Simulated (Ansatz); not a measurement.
Basis-set extrapolation for `B[Si](F)(F)[SiH3]` (PBE0-D4/def2-TZVP geometry, frozen core, Ansatz 0.2.0). Multiplicity 1, RHF reference.

|  | def2-TZVPP | def2-QZVPP |
| --- | --- | --- |
| HF | -804.557406 | -804.586605 |
| MP2 correlation | -0.833940 | -0.908150 |
| CCSD(T) correlation | -0.909663 | not run |

Energies in hartree. Use E(X) = E(∞) + A·exp(−7.88·√X) for Hartree–Fock and E(X) = E(∞) + B·X^(−2.97) for correlation, with X = 3 and 4, and add CCSD(T) minus MP2 of the smaller set to the MP2 limit.

Problem. What is the CCSD(T) energy at the basis-set limit?

Solution. HF limit: -804.586605 + (-0.029199) × 0.13774 = -804.59063. MP2 limit: -0.908150 + (-0.074210) × 0.74074 = -0.96312. Higher-order term: -0.909663 − (-0.833940) = -0.07572. Total: -805.62947 hartree, 426.4 kJ/mol below CCSD(T)/def2-TZVPP.
